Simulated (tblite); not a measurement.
A tight-binding relaxation on `C=C(C)B(Br)OC(C)C`.

Computed with GFN2-xTB geometry optimisation, gas phase (tblite 0.8.0). Start geometry: from a force field or distance geometry. The command runs a driver script over a list of jobs; the input below is this job's line of settings and its coordinates in Å.

Command:
```bash
OMP_NUM_THREADS=1 python probes_run.py task.json out
```

Input:
```
{"job": {"kind": "relax", "xc": "GFN2-xTB", "basis": "xTB"}, "charge": 0, "multiplicity": 1}
C     -2.870800    -1.550300     0.366000
C     -2.116900    -0.469600     0.116800
C     -2.617600     0.907300     0.224300
B     -0.618400    -0.794000    -0.273400
Br    -0.484400    -2.154000    -1.758300
O      0.262400     0.373300    -0.262100
C      1.579600     0.060500    -0.008300
C      2.205100     0.726700     1.184600
C      2.500500     0.300600    -1.187000
H     -3.919300    -1.334200     0.643000
H     -2.502500    -2.553400     0.295000
H     -3.573900     0.842400     0.840500
H     -1.971500     1.600500     0.755300
H     -2.877100     1.353700    -0.761200
H      1.604300    -1.049800     0.135800
H      2.621600     1.735100     0.928400
H      3.054700     0.074800     1.502000
H      1.538100     0.793500     2.074200
H      2.809400    -0.634900    -1.668300
H      3.417500     0.801600    -0.801100
H      1.950100     0.987000    -1.882600
```

Output:
```
step      E/eV     max force
  0    -771.37936    3.882
  1    -771.97908    2.666
  2    -772.23408    2.033
  3    -772.42147    1.391
  4    -772.58285    1.046
  5    -772.62691    0.679
  6    -772.67685    0.574
  7    -772.72080    0.530
  8    -772.74862    0.411
  9    -772.78545    0.448
... (97 lines left out)
107    -773.14009    0.023
108    -773.14017    0.027
109    -773.14026    0.021
110    -773.14048    0.023
111    -773.14063    0.020
112    -773.14073    0.031
113    -773.14079    0.016
114    -773.14084    0.014
115    -773.14090    0.012
116    -773.14093    0.009
```

«max force» is the largest atomic force in eV/Å.

**Question.** From which step on does the largest force stay under 0.1 eV/Å, and how much energy is left to gain from there?

**Answer.** From step 49 (0.087 eV/Å), 36.2 meV above the end.

In short: energy lowered by 40.6 kcal/mol over 116 steps; largest atomic force 0.009 eV/Å at the end.

On one thread, Arm Neoverse N1 (aarch64), no GPU, shared host, this took 1.7 s.
Labels such as C1 count atoms from 1, the log's own numbers from 0.
